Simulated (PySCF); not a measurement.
Two species compared at the same levels of theory.

First species: C7H6N4.
Cartesian coordinates in Å at the GFN2-xTB level; atoms count from 1:
```
atom  x, y, z in Å
N1     4.499   -0.164   -1.632
C2     3.574   -0.254   -0.963
C3     2.399   -0.348   -0.169
C4     1.177    0.122   -0.639
C5     0.099   -0.036    0.239
C6    -1.255    0.397   -0.093
C7    -2.138    0.919    1.020
C8    -2.421   -0.413    0.434
N9     0.301   -0.604    1.435
N10    1.468   -1.008    1.792
N11    2.506   -0.905    1.047
H12    1.070    0.575   -1.613
H13   -1.355    0.848   -1.072
H14   -1.699    0.953    2.004
H15   -2.788    1.747    0.784
H16   -3.271   -0.533   -0.220
H17   -2.175   -1.283    1.022
```

Second species: 1,1,1,2,2,3,3,4-octafluorobutane, C₄H₂F₈.
Geometry (GFN2-xTB, Å), atoms numbered from 1 in this order:
```
atom  x, y, z in Å
F1    -2.922    0.802   -0.273
C2    -1.966   -0.129   -0.029
C3    -0.585    0.540   -0.008
F4    -0.319    1.147   -1.183
F5    -0.520    1.495    0.942
C6     0.525   -0.516    0.269
F7     0.471   -1.473   -0.679
F8     0.270   -1.125    1.445
C9     1.973    0.055    0.312
F10    2.103    0.963    1.271
F11    2.840   -0.923    0.554
F12    2.303    0.617   -0.844
H13   -2.002   -0.873   -0.832
H14   -2.170   -0.579    0.948
```

Levels: PBE0/pcSseg-1 for dipole moment, HOMO energy, LUMO energy and HOMO–LUMO gap; GFN2-xTB for rotational constant A and rotational constant C. Geometries: GFN2-xTB. Each structure is a single optimised conformer of the isolated species, non-relativistic unless stated. Electronic properties by PySCF.

Dipoles, sizes and rotational constants follow the conformer. The torsions of the flexible species, by atom-mapped SMILES:
- `[N:1]#[C:2][c:3]1[cH:4][c:5]([CH:6]2[CH2:7][CH2:8]2)[n:9][n:10][n:11]1`: C4–C5–C6–C7 -146°
- `[F:1][CH2:2][C:3]([F:4])([F:5])[C:6]([F:7])([F:8])[C:9]([F:10])([F:11])[F:12]`: F1–C2–C3–F4 -59°, C2–C3–C6–F7 58°, C3–C6–C9–F10 61°

```csv
property,column X,column Y
dipole moment,1.88 D,6.13 D
HOMO energy,-10.04 eV,-7.57 eV
LUMO energy,0.71 eV,-2.88 eV
HOMO–LUMO gap,10.75 eV,4.69 eV
rotational constant A,1.625 GHz,3.166 GHz
rotational constant C,0.638 GHz,0.569 GHz
```

Problem. Which column belongs to which species?

Solution. Column X is the second species and column Y the first. The first has 17 atoms and 76 electrons, the second 14 and 98.

Problem. How does each property change from the first species to the second?

Solution. dipole moment -4.25 D; HOMO energy -2.47 eV; LUMO energy +3.59 eV; HOMO–LUMO gap +6.06 eV; rotational constant A -1.541 GHz; rotational constant C +0.069 GHz.

On the first: The dipole matches unit charges of opposite sign 1.28 Å apart (1 e·Å = 4.8032 D).

On the second: In atomic units the dipole is 0.74 e·bohr (1 au = 2.5417 D). A dipole of 1.88 D is allowed in Cs, and pure rotational transitions are dipole-allowed.
